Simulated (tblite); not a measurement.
Compound: C3H4F3O (doublet state).
Atom-mapped SMILES: `[CH3:1][C@@H:2]([O:3])[C:4]([F:5])([F:6])[F:7]` (hydrogens: H8, H9, H10 on C1; H11 on C2)

Computed with GFN2-xTB (tblite), gas phase: L-BFGS steps from a force-field or distance-geometry start until the largest atomic force falls under 0.01 eV/Å.

Step 59: E = -724.8009 eV
```
atom  x, y, z in Å  |  force x, y, z in eV/Å
C1      1.2701   -0.3013   -0.2497    0.037  -0.016  -0.031
C2      0.0624    0.6411   -0.1097    0.008  -0.019  -0.013
O3     -0.1626    1.4813   -1.0776    0.020   0.023  -0.004
C4     -1.2293   -0.1735    0.2796    0.009  -0.005  -0.005
F5     -2.2416    0.6164    0.6285    0.003  -0.009  -0.011
F6     -0.9891   -0.9916    1.3172   -0.020   0.009   0.003
F7     -1.6300   -0.9355   -0.7364    0.004  -0.013   0.031
H8      1.4479   -0.8466    0.6721    0.011   0.013   0.016
H9      1.0750   -1.0086   -1.0535   -0.035   0.010  -0.029
H10     2.1489    0.2804   -0.5162   -0.010  -0.009   0.016
H11     0.2536    1.2405    0.8197   -0.028   0.016   0.028
```

Step 60: E = -724.8013 eV
```
atom  x, y, z in Å  |  force x, y, z in eV/Å
C1      1.2696   -0.3026   -0.2516    0.039   0.003  -0.042
C2      0.0626    0.6401   -0.1106   -0.001  -0.011  -0.004
O3     -0.1656    1.4795   -1.0783    0.028   0.026  -0.011
C4     -1.2295   -0.1729    0.2823    0.020  -0.004  -0.010
F5     -2.2435    0.6180    0.6230    0.010  -0.012  -0.005
F6     -0.9891   -0.9837    1.3253   -0.028   0.007   0.013
F7     -1.6270   -0.9424   -0.7292    0.001  -0.018   0.023
H8      1.4401   -0.8559    0.6668    0.005   0.000  -0.001
H9      1.0806   -0.9979   -1.0676   -0.035  -0.003  -0.006
H10     2.1514    0.2806   -0.5045   -0.007  -0.004   0.015
H11     0.2558    1.2398    0.8184   -0.032   0.016   0.027
```

Task: Estimate the geometry and energy of step 61. (The exact step hangs on the optimiser's Hessian estimate; all steps are aligned on step 60, rigid shifts and turns removed.)

Result: E = -724.8016 eV, largest force 0.048 eV/Å
```
atom  x, y, z in Å  |  force x, y, z in eV/Å
C1      1.2693   -0.3040   -0.2544    0.009   0.030  -0.024
C2      0.0634    0.6398   -0.1111   -0.010   0.003   0.009
O3     -0.1681    1.4801   -1.0772    0.037   0.023  -0.013
C4     -1.2290   -0.1724    0.2840    0.023  -0.003  -0.009
F5     -2.2453    0.6190    0.6162    0.013  -0.010   0.001
F6     -0.9894   -0.9759    1.3325   -0.029   0.003   0.025
F7     -1.6228   -0.9494   -0.7226   -0.001  -0.026   0.006
H8      1.4346   -0.8620    0.6616   -0.001  -0.026   0.001
H9      1.0834   -0.9896   -1.0782   -0.036  -0.030  -0.010
H10     2.1531    0.2787   -0.4960    0.025   0.025  -0.003
H11     0.2562    1.2384    0.8192   -0.030   0.012   0.017
```

The energy changes by -0.0003 eV. The first-order estimate −F·Δx gives -0.0005 eV and the mean of the old and new forces, exact on a quadratic surface, -0.0003 eV. The step makes an angle of 79° with the force vector and moves no atom by more than 0.014 Å.

The cost below is that of the whole relaxation. Time: 0.82 s wall. Hardware: an Intel Xeon at 2.50 GHz with one thread, shared host with 64 logical CPUs at a one-minute load of 62.
